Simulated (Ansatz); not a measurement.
Coupled-cluster run, AsH4NS, SMILES `N[AsH]S`.

```yaml
crystal:
  periodic: [false, false, false]
  atoms:
    - {symbol: N, position_ang: [-0.978855, 0.121080, -0.739088]}
    - {symbol: As, position_ang: [-0.169745, -0.044323, 0.903003]}
    - {symbol: S, position_ang: [1.924643, -0.569287, 0.296651]}
    - {symbol: H, position_ang: [-1.978643, -0.013166, -0.695224]}
    - {symbol: H, position_ang: [-0.744493, 0.930199, -1.294716]}
    - {symbol: H, position_ang: [0.283377, 1.402239, 1.114981]}
    - {symbol: H, position_ang: [1.724916, -1.894841, 0.368692]}
basis:
  gaussian: {orbitals: def2-TZVPP}
correlation: {method: ccsd_t}
output: {orbitals: {seedname: orbitals}}
```

```sh
$ ansatz run in.yaml --threads 2 --pin off --events-out ev --progress --plain --max-ram 4352MiB
```

Output of Ansatz, abridged:

```
Functional definition: HF
1057 factors; integrals over basis functions are off by at most 1.2e-3 eV
mean field evaluation 1: about -73156.6880 eV, gradient 3.3e1 eV
mean field evaluation 2: about -73156.8642 eV, gradient 3.3e1 eV
mean field evaluation 4: about -73159.4312 eV, gradient 3.2e0 eV
mean field evaluation 8: about -73159.4848 eV, gradient 2.7e-1 eV
mean field evaluation 16: about -73159.4855 eV, gradient 2.0e-6 eV
mean field -73159.48550145 eV, -2688.5615028979 hartree, gradient 2.0e-6 eV, S^2 0.000000; 0 other end points of the search recorded, 0 dependent functions left out
15 core orbitals not correlated: weight in the atoms' cores, before any rotation towards them, 1.000 or more for the frozen orbitals, at most 0.000 for the correlated occupied ones
reference -73159.48550145 eV, -2688.5615028979 hartree; 15, 15 occupied and 147, 147 virtual orbitals, 1057 factors
second order -18.12471044 eV of doubles, -0.00000000 eV of singles
cycle   1  -18.36695243 eV  change   -2.4e-1 eV  update   9.4e-2
cycle   2  -18.87271698 eV  change   -5.1e-1 eV  update   2.8e-2
cycle   3  -18.94505042 eV  change   -7.2e-2 eV  update   1.4e-2
cycle   4  -18.93470216 eV  change    1.0e-2 eV  update   3.6e-3
cycle   5  -18.93488340 eV  change   -1.8e-4 eV  update   1.9e-3
cycle   6  -18.93482652 eV  change    5.7e-5 eV  update   6.3e-4
cycle   7  -18.93455673 eV  change    2.7e-4 eV  update   2.5e-4
cycle   8  -18.93461724 eV  change   -6.1e-5 eV  update   8.3e-5
cycle   9  -18.93462568 eV  change   -8.4e-6 eV  update   3.2e-5
perturbative correction -0.78754532 eV, -0.0289417568 hartree
Total energy: -73179.20767245 eV, -2689.2862793141 hartree
```

It took 57 s on 2 threads of an Arm Neoverse V1 on a shared host, with 1.6 GiB of host memory at the peak.

Correlation energy per correlated electron: -0.657 eV. T1 diagnostic: 0.0115.
